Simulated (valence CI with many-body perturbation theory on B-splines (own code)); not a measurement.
# Energy levels of Si

Level of theory: configuration interaction combined with many-body perturbation theory (CI+MBPT): four valence electrons over a frozen Dirac-Fock core [Ne], radial functions for each j: 11 s, 11 p, 9 d, 7 f, 5 g, 2 h, 1 i, with the one-electron correlation potential Σ1 (screened to all orders), the two-electron term Σ2, the three-electron term Σ3, Breit, model QED; selected single and double excitations, second order for the rest, scaled by the run's own slope (own B-spline code, finite nucleus).

Against 48 measured levels this calculation errs by 36 cm⁻¹ on average and by 119 at most. These come from a selection out of the NIST Handbook of Basic Atomic Spectroscopic Data. Levels without a partner in it may be off by more. Among the levels kept, up to 810 cm⁻¹ of a level comes from second order outside the variational space, and about a tenth of that is noise between levels of different J, which matters for small intervals.

Levels 46 to 85 of 85, with energies above the lowest level, 3s²3p² ³P_0. "Leading %" is the weight of the configuration and term that name the level; weights of strongly mixed levels are sums over their largest components and can fall short. In the jj column 3d3/2^4 stands for four electrons in 3d with j = 3/2. Lifetimes count E1, E2, E3, M1 and M2 decay at the calculated energies, and are blank where another channel may lead or the interval is too uncertain; long ones can be off by a factor of two.

```tsv
No.	Configuration	Term	J	E (eV)	Leading %	Lifetime	Leading jj
46	3s²3p5p	³D	2	7.072	82	238 ns	3s^2 3p1/2 5p3/2 (66 %)
47	3s²3p5p	³D	3	7.095	89	260 ns	3s^2 3p3/2 5p3/2 (89 %)
48	3s²3p5p	³P	0	7.103	88	136 ns	3s^2 3p1/2 5p1/2 (70 %)
49	3s²3p5p	³P	1	7.109	62	153 ns	3s^2 3p1/2 5p3/2 (45 %)
50	3s²3p4d	³F°	2	7.120	81	69.6 ns	3s^2 3p1/2 4d3/2 (56 %)
51	3s²3p5p	³P	2	7.126	84	138 ns	3s^2 3p3/2 5p3/2 (45 %)
52	3s²3p4d	³F°	3	7.130	81	63.4 ns	3s^2 3p1/2 4d5/2 (43 %)
53	3s²3p5p	³S	1	7.136	68	171 ns	3s^2 3p3/2 5p1/2 (60 %)
54	3s²3p4d	³F°	4	7.147	82	76.1 ns	3s^2 3p3/2 4d5/2 (82 %)
55	3s²3p5p	¹D	2	7.168	85	124 ns	3s^2 3p3/2 5p3/2 (44 %)
56	3s²3p5p	¹S	0	7.233	82	103 ns	3s^2 3p3/2 5p3/2 (66 %)
57	3s²3p4f	³F	3	7.293	36	57.0 ns	3s^2 3p1/2 4f7/2 (78 %)
58	3s²3p4f	³F	4	7.295	46	58.6 ns	3s^2 3p1/2 4f7/2 (84 %)
59	3s²3p4f	³F	2	7.295	68	57.9 ns	3s^2 3p1/2 4f5/2 (81 %)
60	3s²3p4f	³G	3	7.295	44	55.8 ns	3s^2 3p1/2 4f5/2 (81 %)
61	3s²3p4d	¹P°	1	7.297	59	10.0 ns	3s^2 3p1/2 4d3/2 (54 %)
62	3s²3p4d	¹F°	3	7.308	74	5.62 ns	3s^2 3p3/2 4d3/2 (44 %)
63	3s²3p4d	³D°	2	7.326	74	4.35 ns	3s^2 3p3/2 4d3/2 (39 %)
64	3s²3p4f	³F	4	7.326	44	58.5 ns	3s^2 3p3/2 4f7/2 (79 %)
65	3s²3p4f	³G	3	7.326	46	55.7 ns	3s^2 3p3/2 4f5/2 (77 %)
66	3s²3p4d	³D°	1	7.328	57	5.42 ns	3s^2 3p3/2 4d3/2 (30 %)
67	3s²3p4f	³D	3	7.335	68	62.0 ns	3s^2 3p3/2 4f7/2 (74 %)
68	3s²3p4d	³D°	3	7.336	66	4.44 ns	3s^2 3p3/2 4d5/2 (72 %)
69	3s²3p4f	¹D	2	7.336	40	63.5 ns	3s^2 3p3/2 4f5/2 (74 %)
70	3s²3p4f	³G	5	7.336	90	57.2 ns	3s^2 3p3/2 4f7/2 (90 %)
71	3s²3p4f	¹G	4	7.337	52	62.8 ns	3s^2 3p3/2 4f5/2 (85 %)
72	3s²3p6s	³P°	0	7.345	90	29.9 ns	3s^2 3p1/2 6s (90 %)
73	3s²3p4f	³D	2	7.346	53	65.8 ns	3s^2 3p3/2 4f7/2 (83 %)
74	3s²3p4f	³D	1	7.348	90	63.8 ns	3s^2 3p3/2 4f5/2 (90 %)
75	3s²3p6s	³P°	1	7.354	75	21.5 ns	3s^2 3p1/2 6s (74 %)
76	3s²3p6s	³P°	2	7.387	90	30.0 ns	3s^2 3p3/2 6s (90 %)
77	3s²3p6s	¹P°	1	7.400	69	17.2 ns	3s^2 3p3/2 6s (76 %)
78	3s²3p5d	³P°	2	7.442	36	10.5 ns	3s^2 3p1/2 5d5/2 (22 %)
79	3s²3p5d	³P°	1	7.453	36	10.2 ns	3s^2 3p3/2 4d3/2 (20 %)
80	3s²3p5d	³P°	0	7.458	36	10.4 ns	3s^2 3p3/2 5d3/2 (36 %)
81	3s²3p6p	³D	1	7.490	48	789 ns	3s^2 3p1/2 6p1/2 (84 %)
82	3s²3p5d	¹D°	2	7.491	60	56.1 ns	3s^2 3p1/2 5d3/2 (32 %)
83	3s²3p6p	³D	1	7.502	29	428 ns	3s^2 3p1/2 6p3/2 (75 %)
84	3s²3p6p	³D	2	7.503	72	441 ns	3s^2 3p1/2 6p3/2 (79 %)
85	3s²3p6p	³P	0	7.517	86	215 ns	3s^2 3p1/2 6p1/2 (75 %)
```

Names give the largest LS component (configuration and term), which can be under half, so a name can repeat, a term be missing and a line seem to break the LS rules; names also repeat where a configuration has a term twice.

Where two levels of one J and parity lie close, their mixing, g and order are uncertain.
